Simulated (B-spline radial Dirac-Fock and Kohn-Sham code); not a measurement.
## Two-hole binding energies of Si²⁺

System: silicon as Si²⁺ in the configuration [Ne] 3s2.

Input file task.json (cfg lists n, l and occupation; rrms is the nuclear radius in fm):

```json
{"items": [{
  "Z": 14,
  "q": 2,
  "cfg": [[1, 0, 2], [2, 0, 2], [2, 1, 6], [3, 0, 2]],
  "A": 28,
  "rrms": 3.1224,
  "do": ["binding", "quiet", "double"]
}]}
```

Run with: `python xray_run.py task.json out`

The computed values come from a B-spline atomic structure program: Dirac-Fock ΔSCF + Breit + QED. U is the two-hole binding energy less the two single-hole energies, the effective repulsion of the holes after relaxation. Each two-hole energy is an average over J within one jj subconfiguration.

```
          holes  E(a) (eV)  E(b) (eV)  E(ab) (eV)  U (eV)
           1s⁻²     1874.1     1874.1      3937.8   189.6
   1s⁻¹ 2p1/2⁻¹     1874.1      132.6      2055.9    49.2
   1s⁻¹ 2p3/2⁻¹     1874.1      131.9      2055.0    49.0
           2s⁻²      185.6      185.6       408.3    37.1
   2s⁻¹ 2p1/2⁻¹      185.6      132.6       351.3    33.2
   2s⁻¹ 2p3/2⁻¹      185.6      131.9       350.6    33.1
        2p1/2⁻²      132.6      132.6       304.6    39.5
        2p3/2⁻²      131.9      131.9       301.6    37.7
2p1/2⁻¹ 2p3/2⁻¹      132.6      131.9       301.5    37.0
   2p1/2⁻¹ 3s⁻¹      132.6      32.02           ?       ?
   2p3/2⁻¹ 3s⁻¹      131.9      32.02       179.8    15.9
```

Q: Give the missing two-hole energy and U.

A: E(ab) = 180.4 eV and U = 15.9 eV.
